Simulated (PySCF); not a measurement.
GaH₂, SMILES [GaH2+], charge +1.

Geometry: B3LYP-D3(BJ)/def2-TZVPD. The spin state was assumed, not searched. The isomer is the one that the SMILES or the coordinates give; other isomers of the formula were not compared.

Level of theory: B3LYP/def2-TZVPD in PySCF.

The molecule is in vacuum.

Computed frontier levels, gap, dipole moment and polarisability:
```yaml
highest_occupied_level: -16.45 eV
lowest_empty_level: -8.68 eV
orbital_gap: 7.77 eV
dipole_moment_about_the_centre_of_nuclear_charge: 0.00 D
mean_static_polarisability: 19.9 bohr³ (2.95 Å³)
polarisability_principal_values: 16.2, 16.2, 27.3 bohr³
```
